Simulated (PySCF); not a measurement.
Computed IR spectrum (relative IR intensity) of a molecule CH₃F₃OSi. Geometry optimised at PBE-D3(BJ)/def2-SVP. Other conformers were not sampled. Calculation: PBE-D3(BJ)/def2-SVP (PySCF). Frequencies are harmonic and unscaled.

| ν (cm⁻¹) | relative intensity |
|---|---|
| 112 | 2.6 |
| 194 | 7.1 |
| 242 | 26 |
| 286 | 11 |
| 403 | 17 |
| 480 | 2.8 |
| 599 | 21 |
| 699 | 13 |
| 806 | 33 |
| 865 | 100 |
| 882 | 15 |
| 926 | 34 |
| 1088 | 78 |
| 1109 | 78 |
| 1197 | 42 |
| 2173 | 38 |
| 2234 | 31 |
| 3765 | 35 |

Problem. Which molecule gave these data?
(A) O[Si](F)(F)CF
(B) OC[Si](F)(F)F
(C) CO[Si](F)(F)F
(D) O[SiH2]C(F)(F)F

Solution. D, O[SiH2]C(F)(F)F
